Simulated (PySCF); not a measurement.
Steps of a relaxation of Y(SH)3(H2O)

Y(SH)3(H2O) (singlet). PySCF 2.14.0, RKS PBE0, Y def2-SVP with ECP28, S def2-SVP, H def2-SVP, O def2-SVP; non-relativistic Hamiltonian with scalar-relativistic core potentials where named; density fitting; no spin-orbit coupling. Origin of the start: template. Columns: position (Å) and force (eV/Å). Energies are counted from the last step; some of the 50 steps are shown. Forces carry noise of the integration grid, about 0.01 to 0.03 eV/Å.

Run from Python with OMP_NUM_THREADS=2. Where DIIS fails, smearing, a level shift and second-order steps follow.
It took 5.4 min on 2 threads of Arm Neoverse V1, on a shared host, from the converged density of the start.

```xyz
10
step 0  E = 0.490 eV
Y    -0.1198    0.1276   -0.1302     0.67   -0.77    0.78
S     1.4160    1.6634    1.4056    -0.72    0.01   -0.71
H     2.1372    0.7924    2.1268     0.04   -0.29    0.02
S    -1.6556   -1.4082    1.4056     0.50    0.20   -0.81
H    -2.3768   -0.5372    2.1268    -0.02    0.29    0.12
S     1.4160   -1.4082   -1.6660    -0.42    0.82    0.30
H     1.0758   -2.6601   -1.3258    -0.21   -0.19    0.15
O    -1.5054    1.5132   -1.5158    -0.05    0.19   -0.06
H    -1.5317    2.4826   -1.5421     0.08   -0.15    0.08
H    -2.1604    1.2252   -2.1708     0.14   -0.11    0.13
```

```xyz
10
step 16  E = 0.053 eV
Y    -0.0519   -0.1850    0.0073    -0.05    0.08    0.11
S     0.8878    1.8790    1.2530     0.05   -0.07    0.05
H     2.0987    1.3410    1.5359    -0.03    0.04   -0.09
S    -2.0125   -1.5176    1.0169     0.02    0.05    0.02
H    -2.1914   -0.6429    2.0366     0.01    0.00   -0.05
S     1.5423   -1.5099   -1.4945    -0.04   -0.04   -0.01
H     0.7225   -2.5842   -1.3962     0.01   -0.04   -0.01
O    -1.2596    1.3874   -1.2395     0.15   -0.02    0.01
H    -0.9713    2.3104   -1.2511     0.00    0.00    0.00
H    -2.0695    1.3126   -1.7544    -0.12    0.02   -0.04
```

```xyz
10
step 33  E = 0.008 eV
Y    -0.0959   -0.2635   -0.0018    -0.01    0.03   -0.02
S     0.8128    1.7879    1.2916     0.01   -0.01    0.01
H     2.0871    1.5286    0.9153     0.00    0.01   -0.01
S    -2.1903   -1.4923    0.8457    -0.01   -0.01    0.02
H    -2.3424   -0.6190    1.8696     0.00    0.01    0.01
S     1.6556   -1.5722   -1.3425    -0.01   -0.02   -0.01
H     0.9664   -2.7363   -1.2763    -0.01    0.01    0.01
O    -1.1911    1.4061   -1.2425     0.06    0.04    0.02
H    -0.8764    2.2599   -0.9003     0.00   -0.04    0.00
H    -2.1306    1.4917   -1.4449    -0.04   -0.02   -0.03
```

Question: Where does the relaxation end?

Answer: It converges at step 49 in C1:
```xyz
10
step 49  E = 0
Y    -0.1299   -0.3045   -0.0145
S     0.6786    1.7731    1.3433
H     1.9504    1.7492    0.8841
S    -2.1071   -1.6031    0.9664
H    -2.2631   -0.6704    1.9365
S     1.4982   -1.6193   -1.4981
H     0.9016   -2.8050   -1.2361
O    -1.0983    1.4306   -1.2434
H    -0.8044    2.2115   -0.7373
H    -1.9309    1.6287   -1.6870
```

Question: How did the contacts change?

Answer: 
```tsv
contact	start (Å)	end (Å)
Y1–S2 (SH)	2.660	2.610
Y1–S4 (SH)	2.660	2.561
Y1–S6 (SH)	2.660	2.565
Y1–O8 (H2O)	2.400	2.336
```


No frequency check is given that shows the relaxed geometry to be a minimum.
